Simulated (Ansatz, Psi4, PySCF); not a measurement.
ethyl chloride (C2H5Cl), singlet, at a GFN2-xTB geometry. Base run: CCSD(T)/STO-3G (PySCF).

Input for PySCF:
```python
from pyscf import gto, scf, cc

mol = gto.Mole()
mol.atom = '''
    C    -0.005783    0.814080    0.003881
    C     1.499375    0.645713    0.011974
    Cl   -0.816446   -0.780030   -0.008581
    H    -0.355827    1.333082    0.895817
    H    -0.345282    1.341658   -0.887099
    H     1.972005    1.625798    0.019483
    H     1.818341    0.096360    0.894178
    H     1.828785    0.104853   -0.871640
'''
mol.basis = 'sto-3g'
mol.charge = 0
mol.spin = 0
mol.verbose = 4
mol.build()

mf = scf.RHF(mol)
mf.kernel()

mycc = cc.CCSD(mf)
mycc.kernel()
et = mycc.ccsd_t()
print('E(CCSD(T)) = %.10f' % (mycc.e_tot + et))
```

The same geometry, method and basis name were run in Ansatz (an electronic-structure program) and Psi4 and PySCF, at each program's defaults and at the settings that a row names. The base is PySCF at its defaults. Differences at the defaults can come from grids, fitting, cores and function types together.

```
code and settings                                                                 ΔE vs base (mEh)  basis functions      E (Eh)  SCF cycles
--------------------------------------------------------------------------------  ----------------  ---------------  ----------  ----------
PySCF, defaults (exact integrals, spherical functions, all electrons correlated)             0.000               24  -532.45762           8
Psi4, defaults (exact integrals, spherical functions, all electrons correlated)              0.000               24  -532.45762           9
Ansatz, defaults (factorised integrals, spherical functions, frozen core)                    0.920               24  -532.45670           -
PySCF, frozen core                                                                           0.909               24  -532.45671           8
Psi4, exact integrals, spherical functions, frozen core                                      0.910               24  -532.45671           9
Ansatz, high accuracy, frozen core                                                           0.910               24  -532.45671           -
```
